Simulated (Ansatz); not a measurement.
Energy landscape of H₃ (cation, charge +1), singlet: symmetric bend, bond length relaxed. Scanned: H-H-H angle. Other coordinates (H-H bond length) were minimised at PBE0/def2-TZVP.

Level of theory: full CI/aug-cc-pVDZ, frozen core in Ansatz (a quantum-chemistry and plane-wave program).

Scanned values (°): 180, 168.70, 159.92, 151.54, 137.57, 127.73, 119.59, 109.01, 100.78, 90.71, 81.80, 67.68, 60.

**Question.** Describe the profile: where are the wells and the tops?

**Answer.** Lower than their neighbours: 60° (0.0 kcal/mol, end of the scan). Higher than their neighbours: 180° (39.3 kcal/mol, end of the scan). The whole profile spans 39.3 kcal/mol.
